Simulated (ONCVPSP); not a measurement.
**Logarithmic derivatives: fluorine, ONCV**

* Element: fluorine
* Generator: ONCVPSP 4.0.1
* Type: optimised norm-conserving Vanderbilt (ONCV)
* Functional: PBE
* Relativity: non-relativistic
* Frozen core: [He]
* Valence charge: 7
* Reference configuration: 2s1.75 2p5.25
* Partial waves: 2s: rc 0.55 bohr, ncon 4, nbas 7, qcut 13.3 1/bohr, 2 projectors, debl 1.7 Ha; 2p: rc 1.40 bohr, ncon 3, nbas 7, qcut 11.3 1/bohr, 2 projectors, debl 1.6 Ha; d scattering state at 0.22 Ha: rc 1.50 bohr, ncon 4, nbas 8, qcut 7.6 1/bohr, 2 projectors, debl 2.2 Ha
* Local potential: polynomial inside 0.45 bohr (lpopt 5, dvloc0 4 Ha)
* Core correction: none

The phase is arctan(r·R′/R) of the radial function R(r), unwrapped; energies in Ha, scanned from -3 to 5 Ha. A pole is an energy at which the radial function vanishes at the test radius. The pseudo phase is shifted by a multiple of π to meet the all-electron one at the reference energy, and phase errors are pseudo minus all-electron; the curves can meet again beyond the range given. Levels narrower than the energy grid can be missing from the lists of poles.

For each channel, where are the poles, and over which energies does the pseudopotential scatter like the atom?

```csv
channel,radius (bohr),reference energy (Ha),"poles, all-electron","poles, pseudo",unbroken range about the reference energy with phases within 0.05 rad,phase error 1 Ha above the reference energy (rad)
s,0.56,-1.10,none,none,the whole range,+0.000
p,1.42,-0.41,0.37,0.37,the whole range,-0.000
d,1.52,0.22,4.68,4.62,the whole range,-0.000
```

Note: ghosts flagged at negative energy: s at -503.7 eV; GHOST(+) flagged for d at 178.7 eV. A true bound ghost makes a file unfit for plane-wave use.

Phases in the d channel:

```csv
E (Ha),all-electron,pseudo
-2.98,1.267,1.267
-2.54,1.244,1.244
-2.10,1.216,1.215
-1.66,1.179,1.179
-1.22,1.133,1.132
-0.78,1.069,1.069
-0.34,0.977,0.977
0.10,0.836,0.836
0.54,0.602,0.602
0.98,0.208,0.208
1.42,-0.332,-0.332
1.86,-0.792,-0.792
2.30,-1.076,-1.076
2.74,-1.247,-1.247
3.18,-1.358,-1.358
3.62,-1.437,-1.438
4.06,-1.499,-1.501
4.50,-1.551,-1.556
4.94,-1.598,-1.610
```
